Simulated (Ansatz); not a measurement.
CH3, charge -1, singlet, geometry from GFN2-xTB (a gas-phase anion, which may not be bound at this level); Ansatz (a quantum-chemistry and plane-wave program) with CCSD(T)/aug-cc-pVDZ.

The Ansatz input:
Ansatz 0.2 input:
```yaml
crystal:
  periodic: [false, false, false]
  atoms:
    - {symbol: C, position_ang: [0.09443537, 0.09844229, 0.10070566]}
    - {symbol: H, position_ang: [-0.62720871, -0.62142525, 0.62463322]}
    - {symbol: H, position_ang: [0.66399153, -0.60849894, -0.59880803]}
    - {symbol: H, position_ang: [-0.60339501, 0.63927042, -0.63005917]}
basis:
  gaussian:
    orbitals: aug-cc-pVDZ
total_charge: -1
magnetization: {spin_polarized: false}
correlation: {method: ccsd_t, electrons: outside_noble_gas}
accuracy: high
```

Question: Write the output that Ansatz gives for this input, abridged.

Answer: 
```
Functional definition: HF
961 factors; integrals over basis functions are off by at most 3.2e-9 eV
mean field evaluation 1: about -1074.4775 eV, gradient 1.1e1 eV
mean field evaluation 2: about -1074.4775 eV, gradient 1.1e1 eV
mean field evaluation 4: about -1075.0606 eV, gradient 1.2e0 eV
mean field evaluation 8: about -1075.0800 eV, gradient 1.5e-3 eV
mean field evaluation 16: about -1075.0609 eV, gradient 1.2e0 eV
mean field -1075.07993901 eV, -39.5084590434 hartree, gradient 1.3e-8 eV, S^2 0.000000; 0 other end points of the search recorded, 0 dependent functions left out
1 core orbitals not correlated
reference -1075.07993901 eV, -39.5084590434 hartree; 4, 4 occupied and 45, 45 virtual orbitals, 961 factors
second order -5.03603593 eV of doubles, -0.00000000 eV of singles
cycle   1  -5.35117629 eV  change   -3.2e-1 eV  update   6.1e-2
cycle   2  -5.49949447 eV  change   -1.5e-1 eV  update   1.9e-2
cycle   3  -5.54145061 eV  change   -4.2e-2 eV  update   1.1e-2
cycle   4  -5.54194899 eV  change   -5.0e-4 eV  update   3.5e-3
cycle   5  -5.54093405 eV  change    1.0e-3 eV  update   1.9e-3
cycle   6  -5.54073677 eV  change    2.0e-4 eV  update   7.9e-4
cycle   7  -5.54052799 eV  change    2.1e-4 eV  update   3.9e-4
cycle   8  -5.54059605 eV  change   -6.8e-5 eV  update   2.4e-4
cycle   9  -5.54056273 eV  change    3.3e-5 eV  update   1.3e-4
cycle  10  -5.54052517 eV  change    3.8e-5 eV  update   7.0e-5
cycle  11  -5.54055559 eV  change   -3.0e-5 eV  update   1.9e-5
cycle  12  -5.54056103 eV  change   -5.4e-6 eV  update   6.5e-6
cycle  13  -5.54056582 eV  change   -4.8e-6 eV  update   1.8e-6
cycle  14  -5.54056597 eV  change   -1.5e-7 eV  update   8.0e-7
cycle  15  -5.54056558 eV  change    3.8e-7 eV  update   2.8e-7
cycle  16  -5.54056554 eV  change    4.5e-8 eV  update   1.5e-7
cycle  17  -5.54056557 eV  change   -3.2e-8 eV  update   4.0e-8
cycle  18  -5.54056552 eV  change    4.7e-8 eV  update   2.8e-8
cycle  19  -5.54056551 eV  change    1.3e-8 eV  update   1.6e-8
cycle  20  -5.54056557 eV  change   -5.7e-8 eV  update   1.3e-7
cycle  21  -5.54056559 eV  change   -1.8e-8 eV  update   3.3e-8
cycle  22  -5.54056560 eV  change   -1.1e-8 eV  update   1.1e-8
cycle  23  -5.54056560 eV  change  -7.9e-10 eV  update   3.5e-9
cycle  24  -5.54056560 eV  change   1.0e-10 eV  update   1.2e-9
cycle  25  -5.54056560 eV  change   4.0e-10 eV  update  3.7e-10
perturbative correction -0.20384627 eV, -0.0074912121 hartree
Total energy: -1080.82435088 eV, -39.7195622857 hartree
```
